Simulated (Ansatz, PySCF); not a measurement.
## TlH3 in two programs

TlH3 (singlet), relaxed with PySCF 2.14.0, RKS TPSS, Tl def2-SVP with ECP60, H def2-SVP; non-relativistic Hamiltonian with scalar-relativistic core potentials where named; density fitting; no spin-orbit coupling:

```xyz
4

Tl    0.4821    0.0000    0.0000
H    -0.3961    0.0000    1.5253
H    -0.3961    0.0000   -1.5253
H     2.2419    0.0000    0.0000
```

There the HOMO–LUMO gap is 4.62 eV. 

The same geometry by Ansatz 0.2.0 (PBE, PAW, a periodic box with 9 Å of vacuum):

| spin-orbit coupling | gap (eV) | largest force component (eV/Å) |
| --- | --- | --- |
| without | 4.30 | 0.04 |

(1) What does the run with spin-orbit coupling give?

The spin-orbit runs use fully relativistic datasets of their own, so changes of a few hundredths of an eV needn't come from the coupling.

No frequency check is given that shows the relaxed geometry to be a minimum.

The two programs differ in functional, so their gaps don't test each other.

Results:

(1) gap (eV): 4.13, largest force component (eV/Å): 0.17. It took 6.7 s on 2 threads of Arm Neoverse V2, with other jobs on the host, peak memory 1.3 GiB.
